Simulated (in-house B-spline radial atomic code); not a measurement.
RPA and G0W0 for neutral calcium, [Ar] 4s2, as one setting changes: the highest l of the empty states. Start: Hartree-Fock. A dash marks a level of low quasi-particle weight. Computed with a B-spline radial code for spherical atoms: all electrons, scalar-relativistic (spin-free one-electron X2C), finite nucleus, each spin shell either full or empty, empty states to the listed l with an (l + 1/2)⁻⁴ tail; G0W0 by contour deformation at full frequency.

```csv
highest l of the empty states,RPA summed (Eh),RPA extrapolated (Eh),G0W0 level (eV)
3,-0.93819,-1.0658,4s -6.194
4,-1.013,-1.0933,4s -6.197
5,-1.0433,-1.0855,4s -6.199
6,-1.0578,-1.0826,4s -6.200
7,-1.0655,-1.0814,4s -6.200
8,?,?,?
9,-1.0728,-1.0803,4s -6.200
10,?,?,?
11,-1.0758,-1.0798,4s -6.200
```

Q: What belongs in the row for 8?

A: RPA summed (Eh): -1.07; RPA extrapolated (Eh): -1.0807; G0W0 level (eV): 4s -6.200.

Q: What belongs in the row for 10?

A: RPA summed (Eh): -1.0746; RPA extrapolated (Eh): -1.08; G0W0 level (eV): 4s -6.200.
